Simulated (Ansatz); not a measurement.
`ClC[CH2][InH2]`, 10 atoms. Total charge 0; spin multiplicity 1. Correlated methods include outer-core shells of In, which these sets cover unevenly. In takes the def2 core potential. All runs use 4 threads of an Arm Neoverse V1 on a shared host. Correlated methods freeze the cores.

**Question.** Give the basis size and wall time and peak host memory of each of these runs in Ansatz. RKS PBE0-D4/def2-QZVPP energy; RKS ωB97M-V/def2-QZVPP energy; RKS SPW92 (LDA)/def2-TZVPP energy; RKS ωB97X-V/def2-TZVPP energy; RKS PBE0-D4/def2-SVP energy; RKS r2SCAN-D4/def2-TZVPP energy and forces; RKS ωB97M-V/def2-TZVPP energy and forces; RKS ωB97M-V/def2-SVP energy; RHF-CCSD(T)/def2-TZVPP energy; direct RPA on PBE orbitals/def2-TZVPP energy; RKS PBE0-D4/def2-TZVP frequencies; RHF-MP2/def2-QZVPP energy. (Best estimate.)

**Answer.** Computed: Other jobs shared the machine, so times are rough.

```json
{"level": "RKS PBE0-D4/def2-SVP", "job": "energy", "functions": "102", "wall time": "1.2 s", "peak host memory (GiB)": "0.48"}
{"level": "RKS SPW92 (LDA)/def2-TZVPP", "job": "energy", "functions": "238", "wall time": "1.4 s", "peak host memory (GiB)": "0.31"}
{"level": "RKS ωB97M-V/def2-SVP", "job": "energy", "functions": "102", "wall time": "5.5 s", "peak host memory (GiB)": "0.48"}
{"level": "RKS r2SCAN-D4/def2-TZVPP", "job": "energy and forces", "functions": "238", "wall time": "6 s", "peak host memory (GiB)": "0.35"}
{"level": "direct RPA on PBE orbitals/def2-TZVPP", "job": "energy", "functions": "238", "wall time": "6 s", "peak host memory (GiB)": "0.6"}
{"level": "RKS PBE0-D4/def2-QZVPP", "job": "energy", "functions": "446", "wall time": "11 s", "peak host memory (GiB)": "1.6"}
{"level": "RKS ωB97X-V/def2-TZVPP", "job": "energy", "functions": "238", "wall time": "12 s", "peak host memory (GiB)": "0.77"}
{"level": "RKS ωB97M-V/def2-TZVPP", "job": "energy and forces", "functions": "238", "wall time": "16 s", "peak host memory (GiB)": "0.91"}
{"level": "RKS ωB97M-V/def2-QZVPP", "job": "energy", "functions": "446", "wall time": "24 s", "peak host memory (GiB)": "1.9"}
{"level": "RHF-MP2/def2-QZVPP", "job": "energy", "functions": "446", "wall time": "37 s", "peak host memory (GiB)": "2.6"}
{"level": "RKS PBE0-D4/def2-TZVP", "job": "frequencies", "functions": "185", "wall time": "2.5 min", "peak host memory (GiB)": "0.5"}
{"level": "RHF-CCSD(T)/def2-TZVPP", "job": "energy", "functions": "238", "wall time": "3 min", "peak host memory (GiB)": "4.8"}
```
